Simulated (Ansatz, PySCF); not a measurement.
SbCl₅, SMILES [Sb]([Cl])([Cl])([Cl])([Cl])[Cl]. Atoms are numbered in the order given.

```xyz
6

Sb     0.0000     0.0000    -0.0002
Cl     0.0000     0.0000     2.3334
Cl     2.3609     0.0000    -0.0002
Cl    -2.3609     0.0000    -0.0002
Cl     0.0000    -2.0209    -1.1670
Cl     0.0000     2.0209    -1.1670
```
Charge 0, spin multiplicity 1.

Coordinates come from a PBE0-D3(BJ)/def2-SVP optimisation. The isomer is the one that the SMILES or the coordinates give; other isomers of the formula were not compared. The def2 effective core potentials stand for the cores of Sb; spin–orbit coupling is left out.

Two levels are set side by side: PBE-D3(BJ)/def2-SVP (Ansatz, a program for electronic structure) and PBE0-D3(BJ)/def2-SVP (Ansatz). Each level has its own optimised geometry; the coordinates shown are those of the second. Frequencies come from the Hessian of PySCF at each geometry. Differences are taken from unrounded values.

```tsv
quantity	PBE0-D3(BJ)	PBE-D3(BJ)	PBE-D3(BJ) minus PBE0-D3(BJ)
mean bond length (Å)	2.344	2.375	0.031
bond Sb1–Cl2 (Å)	2.334	2.366	0.032
bond Sb1–Cl3 (Å)	2.361	2.389	0.028
bond Sb1–Cl4 (Å)	2.361	2.389	0.028
bond Sb1–Cl5 (Å)	2.334	2.366	0.032
bond Sb1–Cl6 (Å)	2.334	2.366	0.032
highest harmonic wavenumber (cm⁻¹)	402	374	-27
mean harmonic wavenumber (cm⁻¹)	235	220	-15
zero-point energy (kcal/mol)	4.03	3.77	-0.26
```

GGA bonds tend to be longer and softer than those of functionals with exact exchange. Differences between two approximate levels are no errors against the true value.
